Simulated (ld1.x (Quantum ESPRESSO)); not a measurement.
## Ranking TM potentials for helium (He)

All share these settings but for the change named:

| Item | Value |
| --- | --- |
| Element | He |
| Generator | ld1.x (Quantum ESPRESSO) 7.5 |
| Type | norm-conserving Troullier–Martins (Kleinman–Bylander form) |
| Functional | LDA (PZ) |
| Relativity | scalar-relativistic |
| Frozen core | none |
| Valence charge | 2 |
| Reference configuration | 1s2 |
| Partial waves | 1s (bound): rc 0.70 bohr; 2p channel at 0.05 Ry: rc 0.65 bohr |
| Local potential | all-electron potential smoothed inside 0.70 bohr (lloc = -1) |
| Core correction | none |

Cutoff: the first of the cutoffs (Ry, on a coarse ladder) from which the occupation-weighted sum of valence levels, in a spherical-Bessel basis at the reference potential, stays within 10 and 1 mRy of its value at 400 Ry; the density cutoff is not measured.

The base gives 110 Ry.

Of 8 variants that were run, those that failed, showed a ghost or another fault, or gave nearly equal values are left out.

A variant can come out equal or close to the base.

Question: Rank these variants from softest to hardest (loose cutoff).
A. type PAW; waves now 1s (bound): rcut 0.60, rcutus 0.70 bohr; 1s channel at 1.2 Ry: rcut 0.60, rcutus 0.70 bohr; 2p channel at 0.05 Ry: rcut 0.55, rcutus 0.65 bohr; 2p channel at 2.15 Ry: rcut 0.55, rcutus 0.65 bohr; local potential all-electron potential smoothed inside 0.50 bohr (lloc = -1); augmentation PSQ, radius 0.40 bohr
B. wave 1s (bound): rc 0.70 bohr becomes 1s (bound): rc 0.78 bohr
C. wave 2p channel at 0.05 Ry: rc 0.65 bohr becomes 2p channel at 0.05 Ry: rc 0.62 bohr

Answer: A (70 Ry), B (90 Ry), C (110 Ry).
